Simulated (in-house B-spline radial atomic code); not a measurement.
**Binding energies in Sn**

NIST's tabulated ground configuration is [Kr] 4d10 5s2 5p2; each binding energy is the energy of the ion with one electron taken from that subshell, relaxed, less that of the parent. Method: Dirac-Hartree-Fock, average of configuration, Fermi nucleus of rms radius 4.6519 fm. Calculated with a B-spline radial code for spherical atoms. Energies include first-order Breit, QED and recoil terms.

```
subshell  X-ray name  binding energy (eV)  -ε (eV)  relaxation (eV)
      1s           K              29207.3  29370.0             66.6
      2s          L1               4479.7   4525.7             36.2
      3s          M1                895.7    913.3             16.0
   3d3/2          M4                501.6    519.4             17.5
   3d5/2          M5                493.2    510.5             17.3
      4s          N1                154.4    160.2              5.6
   4d3/2          N4                32.24    36.36             4.14
   4d5/2          N5                31.22    35.22             4.05
      5s          O1                13.18    13.88             0.69
      5p        O2,3                 6.37     6.71             0.35
```

Relaxation = -ε minus the binding energy without Breit, QED and recoil terms.

Task: What does it cost to remove both a 1s and a 4d3/2 electron?

Result: 29258 eV, which is 17.97 eV more than the two single binding energies together.

Task: What does it cost to remove both a 3s and a 3d5/2 electron?

Result: 1428.8 eV, which is 39.96 eV more than the two single binding energies together.
